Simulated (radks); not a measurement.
Valence configurations of Fe (all share [Ar]). Calculated with a radial shooting solver on a logarithmic mesh with Libxc functionals: scalar-relativistic Kohn-Sham, LDA (Slater exchange, Perdew-Wang correlation), spin-polarised, spherical densities, point nucleus; open shells are filled with parallel spins first. Energies are relative to 3d6 4s2; eigenvalues in eV for spin up.

[
 {"valence": "3d6 4s2", "E (eV)": "0.000", "moment (Bohr magnetons)": "4", "e(3d)": "-9.064", "e(4p)": "-", "e(4s)": "-5.817"},
 {"valence": "3d5 4s2 4p1", "E (eV)": "5.831", "moment (Bohr magnetons)": "6", "e(3d)": "-15.953", "e(4p)": "-3.085", "e(4s)": "-8.192"},
 {"valence": "3d6 4s1 4p1", "E (eV)": "2.927", "moment (Bohr magnetons)": "6", "e(3d)": "-10.476", "e(4p)": "-2.613", "e(4s)": "-7.118"},
 {"valence": "3d5.5 4s2 4p0.5", "E (eV)": "2.436", "moment (Bohr magnetons)": "5", "e(3d)": "-12.407", "e(4p)": "-2.370", "e(4s)": "-7.044"},
 {"valence": "3d6.5 4s1.5", "E (eV)": "0.002", "moment (Bohr magnetons)": "4", "e(3d)": "-6.862", "e(4p)": "-", "e(4s)": "-5.357"},
 {"valence": "3d8", "E (eV)": "3.215", "moment (Bohr magnetons)": "2", "e(3d)": "-2.609", "e(4p)": "-", "e(4s)": "-"},
 {"valence": "3d6 4s1.5 4p0.5", "E (eV)": "1.609", "moment (Bohr magnetons)": "5", "e(3d)": "-9.851", "e(4p)": "-2.162", "e(4s)": "-6.540"},
 {"valence": "3d6 4p2", "E (eV)": "7.530", "moment (Bohr magnetons)": "6", "e(3d)": "-11.882", "e(4p)": "-3.251", "e(4s)": "-"},
 {"valence": "3d7 4p1", "E (eV)": "4.236", "moment (Bohr magnetons)": "4", "e(3d)": "-6.531", "e(4p)": "-2.083", "e(4s)": "-"},
 {"valence": "3d7 4s1", "E (eV)": "0.430", "moment (Bohr magnetons)": "4", "e(3d)": "-4.990", "e(4p)": "-", "e(4s)": "-4.935"}
]

NIST lists [Ar] 3d6 4s2 as the ground configuration; this level of theory agrees among the configurations tried. The energies are those of spherical high-spin densities, not of single terms.
